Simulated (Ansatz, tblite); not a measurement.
Clusters of 3 atoms, II-VI: E(high spin) − E(low spin) (eV) at several levels, gas phase, relaxed structures; Ansatz, xTB through tblite. Each state is relaxed at the level in the geometry column; the other columns are single points. Clusters are the lowest isomers that short searches found in that spin, judged at the geometry's level. Core potentials for Ba, Cd, Hg, Sr, Te in the def2 sets, no spin–orbit coupling. xTB has no spin-polarisation term. Singlets are spin-restricted. The structures are stationary points that may keep the symmetry of their start. Correlated methods freeze inner cores and use unrestricted references for open shells. Remarks come from the PBE and PBE0 runs and from stability tests at other levels; not every state was tested.

```json
{"species": "Ba2O⁺", "state": "quartet − doublet", "geometry": "PBE0-D4/def2-TZVP", "GFN1-xTB": "3.48", "GFN2-xTB": "1.99", "PBE-D4/def2-TZVP": "4.06", "PBE0-D4/def2-TZVP": "3.76", "RPA@PBE/def2-TZVP": "3.39"}
{"species": "Sr2Se⁺", "state": "quartet − doublet", "geometry": "B3LYP-D4/def2-TZVP", "GFN1-xTB": "2.76", "GFN2-xTB": "1.73", "PBE-D4/def2-TZVP": "2.27", "PBE0-D4/def2-TZVP": "2.05", "RPA@PBE/def2-TZVP": "1.50"}
{"species": "Cd2Se⁺", "state": "quartet − doublet", "geometry": "PBE0-D4/def2-TZVP", "GFN1-xTB": "2.14", "GFN2-xTB": "1.42", "PBE-D4/def2-TZVP": "0.84", "PBE0-D4/def2-TZVP": "0.66", "RPA@PBE/def2-TZVP": "0.79"}
{"species": "Hg2O", "state": "quintet − singlet", "geometry": "PBE-D4/def2-TZVP", "GFN1-xTB": "9.84", "GFN2-xTB": "9.26", "PBE-D4/def2-TZVP": "4.82", "PBE0-D4/def2-TZVP": "4.24", "RPA@PBE/def2-TZVP": "4.57"}
{"species": "Cd2Te⁺", "state": "quartet − doublet", "geometry": "PBE-D4/def2-TZVP", "GFN1-xTB": "1.91", "GFN2-xTB": "1.63", "PBE-D4/def2-TZVP": "0.56", "PBE0-D4/def2-TZVP": "0.42", "RPA@PBE/def2-TZVP": "0.53"}
```

**Question.** Estimate the rows for Cd2Se (quintet − singlet, PBE-D4/def2-TZVP geometry); Ba2Se (quintet − singlet, PBE-D4/def2-TZVP geometry).

**Answer.** 
```tsv
species	state	geometry	GFN1-xTB	GFN2-xTB	PBE-D4/def2-TZVP	PBE0-D4/def2-TZVP	RPA@PBE/def2-TZVP	remarks
Cd2Se	quintet − singlet	PBE-D4/def2-TZVP	10.06	9.94	4.62	4.23	4.23	triplet lowest at PBE0
Ba2Se	quintet − singlet	PBE-D4/def2-TZVP	4.51	5.72	3.19	3.08	3.07	–
```
